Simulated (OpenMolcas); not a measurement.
**Multiconfigurational calculation on Ti+**

Input:

```
&GATEWAY
Coord
1

Ti 0.0 0.0 0.0
Basis=ANO-L-VDZP
Group=XYZ
NoMove
AngMom=0.0 0.0 0.0
AMFI
&SEWARD
* reference wave functions (RASSCF and RASSI steps not shown): 3 electrons in 5 orbitals (3d)
>>> COPY JOB001 $Project.JobIph
&CASPT2
Multistate=10 1 2 3 4 5 6 7 8 9 10
Frozen=2 3
IPEA=0.5
Sig2=0.4
MaxIter=60
WThr=0.0 0.3 0.05
PrWF=0.5
NoMix
>>> COPY JOB002 $Project.JobIph
&CASPT2
Multistate=35 1 2 3 4 5 6 7 8 9 10 11 12 13 14 15 16 17 18 19 20 21 22
23 24 25 26 27 28 29 30 31 32 33 34 35
Frozen=2 3
IPEA=0.5
Sig2=0.4
MaxIter=60
WThr=0.0 0.3 0.05
PrWF=0.5
NoMix
```

Launched by
```bash
OMP_NUM_THREADS=1 MOLCAS_MEM=2252 MOLCAS_PROJECT=a pymolcas a.inp > a.log  # once for each step of the input, in one work folder
```

Output, cut to the results:

```
--- CASPT2 ---
Orbital specifications:
      -----------------------

      Symmetry species                           1   2
                                                ag  au
      Frozen orbitals                            2   3
      Inactive orbitals                          1   3
      Active orbitals                            5   0
      Secondary orbitals                         7  13
      Deleted orbitals                           0   0
      Number of basis functions                 15  19
Type of calculation                        MS-CASPT2
      Fock operator                              state-specific
      IPEA shift                                 0.50
      Real shift                                 0.00
      Imaginary shift                            0.00
      Sigma^2 regularizer                        0.40
      The input orbitals will be transformed to quasi-canonical
Reference energy:        -848.1791433098
      E2 (Non-variational):      -0.1480427971
      Shift correction:          -0.0005304918
      E2 (Variational):          -0.1485732890
      Total energy:            -848.3277165988
      Residual norm:              0.0000001972
      Reference weight:           0.95170
      Contributions to the CASPT2 correlation energy
      Active & Virtual Only:         -0.0161285220
      One Inactive Excited:          -0.0550693738
      Two Inactive Excited:          -0.0768449013
Reference energy:        -848.1791433098
      E2 (Non-variational):      -0.1483111330
      Shift correction:          -0.0007239392
      E2 (Variational):          -0.1490350722
      Total energy:            -848.3281783820
      Residual norm:              0.0000002303
      Reference weight:           0.95091
      Contributions to the CASPT2 correlation energy
      Active & Virtual Only:         -0.0163424687
      One Inactive Excited:          -0.0550697633
      Two Inactive Excited:          -0.0768989010
::    CASPT2 Root  1     Total energy:   -848.32771660
::    CASPT2 Root  2     Total energy:   -848.32817838
::    CASPT2 Root  3     Total energy:   -848.32811554
::    CASPT2 Root  4     Total energy:   -848.32724250
::    CASPT2 Root  5     Total energy:   -848.32694101
::    CASPT2 Root  6     Total energy:   -848.32647318
::    CASPT2 Root  7     Total energy:   -848.32644609
::    CASPT2 Root  8     Total energy:   -848.28186756
::    CASPT2 Root  9     Total energy:   -848.28186756
::    CASPT2 Root 10     Total energy:   -848.28186751
::    MS-CASPT2 Root  1     Total energy:   -848.32893577
::    MS-CASPT2 Root  2     Total energy:   -848.32833539
::    MS-CASPT2 Root  3     Total energy:   -848.32811170
::    MS-CASPT2 Root  4     Total energy:   -848.32765434
::    MS-CASPT2 Root  5     Total energy:   -848.32678537
::    MS-CASPT2 Root  6     Total energy:   -848.32626623
::    MS-CASPT2 Root  7     Total energy:   -848.32509744
::    MS-CASPT2 Root  8     Total energy:   -848.28185543
::    MS-CASPT2 Root  9     Total energy:   -848.28184317
::    MS-CASPT2 Root 10     Total energy:   -848.28183109
--- CASPT2 ---
Orbital specifications:
      -----------------------

      Symmetry species                           1   2
                                                ag  au
      Frozen orbitals                            2   3
      Inactive orbitals                          1   3
      Active orbitals                            5   0
      Secondary orbitals                         7  13
      Deleted orbitals                           0   0
      Number of basis functions                 15  19
Type of calculation                        MS-CASPT2
      Fock operator                              state-specific
      IPEA shift                                 0.50
      Real shift                                 0.00
      Imaginary shift                            0.00
      Sigma^2 regularizer                        0.40
      The input orbitals will be transformed to quasi-canonical
Reference energy:        -848.1281297591
      E2 (Non-variational):      -0.1556774110
      Shift correction:          -0.0010896482
      E2 (Variational):          -0.1567670593
      Total energy:            -848.2848968183
      Residual norm:              0.0000004200
      Reference weight:           0.94378
      Contributions to the CASPT2 correlation energy
      Active & Virtual Only:         -0.0211263742
      One Inactive Excited:          -0.0572240115
      Two Inactive Excited:          -0.0773270253
Reference energy:        -848.1281297591
      E2 (Non-variational):      -0.1557870591
      Shift correction:          -0.0010537761
      E2 (Variational):          -0.1568408353
      Total energy:            -848.2849705943
      Residual norm:              0.0000005060
      Reference weight:           0.94358
      Contributions to the CASPT2 correlation energy
      Active & Virtual Only:         -0.0212689064
      One Inactive Excited:          -0.0572115884
      Two Inactive Excited:          -0.0773065643
::    CASPT2 Root  1     Total energy:   -848.28489682
::    CASPT2 Root  2     Total energy:   -848.28497059
::    CASPT2 Root  3     Total energy:   -848.28518504
::    CASPT2 Root  4     Total energy:   -848.28521482
::    CASPT2 Root  5     Total energy:   -848.28533132
::    CASPT2 Root  6     Total energy:   -848.28527452
::    CASPT2 Root  7     Total energy:   -848.28491971
::    CASPT2 Root  8     Total energy:   -848.28512614
::    CASPT2 Root  9     Total energy:   -848.28542538
::    CASPT2 Root 10     Total energy:   -848.26568510
::    CASPT2 Root 11     Total energy:   -848.26601142
::    CASPT2 Root 12     Total energy:   -848.26743142
::    CASPT2 Root 13     Total energy:   -848.26590871
::    CASPT2 Root 14     Total energy:   -848.26603513
::    CASPT2 Root 15     Total energy:   -848.26688318
::    CASPT2 Root 16     Total energy:   -848.26543241
::    CASPT2 Root 17     Total energy:   -848.26563732
...
```

Levels above the lowest, from the spin-orbit matrix with the single-state CASPT2 energies, averaged by term, on its diagonal:

```
Configuration  Term     J  E (cm⁻¹)  Term weight %
          3d³    ⁴F   3/2       0.0            100
          3d³    ⁴F   5/2      90.0            100
          3d³    ⁴F   7/2       214            100
          3d³    ⁴F   9/2       370            100
          3d³    ²G   7/2      9390            100
          3d³    ²G   9/2      9530            100
          3d³    ⁴P   1/2     10090            100
          3d³    ⁴P   3/2     10140            100
          3d³    ⁴P   5/2     10240            100
          3d³    ²D   3/2     12490             95
          3d³    ²D   5/2     12700            100
          3d³    ²P   1/2     13360            100
          3d³    ²H   9/2     13500            100
          3d³    ²P   3/2     13520             95
          3d³    ²H  11/2     13610            100
          3d³    ²F   7/2     22560            100
          3d³    ²F   5/2     22620            100
```

CASPT2 breaks the degeneracy within a term, and the mean is taken; among the terms shown or strongly mixed into the levels shown the widest spread is 550 cm-1 (3d³ ²H). Terms from blocks run as CI alone lack orbitals of their own. The free ion's ground configuration, as NIST lists it, lies outside this active space, so the lowest level here need not be the ground level. The CASPT2 spread within a term exceeds the gap to the next term for 3d³ ²P and 3d³ ²H, so the order of their levels is uncertain. Levels of configurations outside the active space are missing. The first state left out of the spin-orbit step lies near 41000 cm-1 above the lowest spin-free state of the reference (among the parities and spins computed), and the list stops at four fifths of that energy or lower.

The CASPT2 steps took 6.5 s on 1 thread of Intel(R) Xeon(R) Platinum 8488C (Sapphire Rapids) (shared host); the integral step is not counted.

The term weight is that of the spin-free term in the level, not the purity of its configuration.
